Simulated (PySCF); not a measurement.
## `InChI=1S/C8H3F3/c1-3-5-6-7(4-2)8(9,10)11/h1-2,5H`

Cartesian coordinates in Å; atom numbers follow the order of the lines, from 1:
```xyz
14

C     3.4903   -0.9987    1.0439
C     2.5399   -0.9896    0.2913
C     1.4431   -0.9993   -0.6155
C     0.3077   -0.3716   -0.4108
C    -0.8319    0.2591   -0.2146
C    -1.0642    1.6000   -0.6414
C    -1.2912    2.7363   -0.9952
C    -1.9753   -0.4427    0.4986
F    -1.6487   -1.6857    0.8355
F    -3.0543   -0.4943   -0.2797
F    -2.3109    0.2140    1.6077
H     4.3273   -1.0011    1.7178
H     1.5569   -1.5733   -1.5469
H    -1.4905    3.7439   -1.3109
```

Computed, not measured: quadratic response CAM-B3LYP/aug-cc-pVDZ first hyperpolarisability, Taylor convention, gas phase (PySCF 2.14.0). Geometry: PBE0-D3(BJ)/def2-SVP.

Task: Give β for the processes computed.

Result: In au, Taylor convention; the vector part is βᵢ = ⅓ Σⱼ (βᵢⱼⱼ + βⱼᵢⱼ + βⱼⱼᵢ); β∥ is 3/5 of the vector part along the dipole, the dipole points from − to +:
```
                   process  λ (nm)  β vector norm      β∥  β HRS  depolarisation ratio
           static β(0;0,0)       ∞          237.6  -138.7   88.0                  8.23
second harmonic β(−2ω;ω,ω)    1907          246.1  -143.3   91.4                  8.06
         Pockels β(−ω;ω,0)    1907          240.4  -140.2      –                     –
second harmonic β(−2ω;ω,ω)    1064          267.3  -154.4  100.1                  7.57
         Pockels β(−ω;ω,0)    1064          246.8  -143.7      –                     –
```

Task: Which lowest excitations, dipole and polarisabilities go with it?

Result: S1 4.90 eV (f = 0.000); S2 5.08 eV (f = 0.000); S3 5.43 eV (f = 0.001); dipole 2.38 D; isotropic α 105.9 au static, 106.4 au at 1907 nm, 107.6 au at 1064 nm, 108.0 au at 953.5 nm, 113.4 au at 532 nm.
